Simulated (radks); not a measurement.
The numbers below are computed, except where a source is named.
Valence configurations of Nd IV (all share [Xe]). Code: a radial shooting solver on a logarithmic mesh with Libxc functionals. Model: scalar-relativistic Kohn-Sham, PBEsol, spin-polarised, spherical densities, finite nucleus; open shells are filled with parallel spins first (spin-orbit coupling, left out, can overturn this in heavy ions); Fermi nuclear charge, rms radius 4.9123 fm. Energies are relative to 4f3; eigenvalues in eV for spin up.

4f3: E (eV) 0.000; moment (Bohr magnetons) 3; e(4f) -31.736
4f2.5 6s0.5: E (eV) 6.030; moment (Bohr magnetons) 3; e(4f) -36.457; e(6s) -22.781
4f2 5d1: E (eV) 9.681; moment (Bohr magnetons) 3; e(4f) -38.373; e(5d) -26.406
4f2 6s1: E (eV) 13.775; moment (Bohr magnetons) 3; e(4f) -41.440; e(6s) -24.181
4f2 6p1: E (eV) 18.959; moment (Bohr magnetons) 3; e(4f) -42.448; e(6p) -19.542
4f1.5 6s1.5: E (eV) 23.965; moment (Bohr magnetons) 2; e(4f) -46.677; e(6s) -25.074
4f1.5 6s1 6p0.5: E (eV) 26.140; moment (Bohr magnetons) 3; e(4f) -47.157; e(6p) -20.243; e(6s) -25.694
4f1.5 6p1.5: E (eV) 31.544; moment (Bohr magnetons) 3; e(4f) -48.147; e(6p) -20.764
4f1 5d1 6p1: E (eV) 34.964; moment (Bohr magnetons) 3; e(4f) -49.842; e(5d) -31.224; e(6p) -20.147
4f1 6p2: E (eV) 46.451; moment (Bohr magnetons) 3; e(4f) -54.049; e(6p) -21.868

NIST lists [Xe] 4f3 as the ground configuration; this level of theory agrees among the configurations tried. The energies are those of spherical high-spin densities, not of single terms.
